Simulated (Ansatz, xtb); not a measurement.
# Two isomers of C5H8Ge

Structure a: `C#C[C@@H]1C[C@@H]1[GeH3]`, a singlet. Structure b: `C#C[C]1([GeH3])CC1`, a singlet. Both are isolated molecules in the gas phase, relaxed with B3LYP-D3(BJ)/def2-SVP.

Energies in hartree; the thermal terms are from GFN2-xTB frequencies at re-optimised GFN2-xTB minima (ideal gas, soft modes damped towards free rotors, one conformer each, 298.15 K, 1 atm) and include the zero-point energy:

|  | a | b |
| --- | --- | --- |
| E, CCSD(T)/def2-SVP | −2269.831063 | −2269.832715 |
| E, MP2/def2-SVP | −2269.749596 | −2269.751868 |
| E, MP2/def2-TZVPP | −2270.391354 | −2270.393533 |
| zero-point energy | 0.100949 | 0.100545 |
| H(298 K) − E | 0.109898 | 0.109681 |
| G(298 K) − E | 0.068037 | 0.067555 |

Question: Correct the CCSD(T) difference for the basis set by the MP2 change, then work out ΔE, ΔE₀, ΔH and ΔG for a → b in kJ/mol (1 Eh = 2625.50 kJ/mol) and the equilibrium ratio [b]/[a].

Answer: 1. Differences b − a: CCSD(T) −0.001652, MP2 in the small set −0.002272, MP2 in the large set −0.002179 Eh.
2. ΔE = −0.001652 + (−0.002179 − (−0.002272)) = −0.001559 Eh = −4.09 kJ/mol.
3. ΔE₀ = ΔE + ΔZPE = −0.001559 + (−0.000404) Eh = −5.15 kJ/mol.
4. ΔH = ΔE + (−0.000217) Eh = −4.66 kJ/mol.
5. ΔG = ΔE + (−0.000482) Eh = −5.36 kJ/mol, so ΔS = (ΔH − ΔG)/T = +2.3 J/(mol K).
6. kT = 0.9442 mEh, so K = [b]/[a] = exp(−ΔG/kT) = exp(+2.16) ≈ 8.7.

Structure b is favoured at this temperature. An error of 4 kJ/mol in ΔG would change K by a factor of 5. Mirror images and further conformers aren't counted.

As drawn, both hold the same kinds of bond in the same numbers.

Other levels gave ΔE = +0.9 (GFN2-xTB); −0.1 (HF/STO-3G, GFN2-xTB geometries); −4.3 (r2SCAN-D4/def2-SVP, GFN2-xTB geometries); −3.0 (B3LYP-D3(BJ)/def2-SVP); −2.0 (HF/def2-SVP); −6.0 (MP2/def2-SVP); −4.3 (CCSD(T)/def2-SVP) kJ/mol. The correlated steps freeze 14 core orbitals; the filled d shell of Ge is correlated, in a basis made for valence electrons. Programs: Ansatz 0.2.0, xtb 6.7.1.
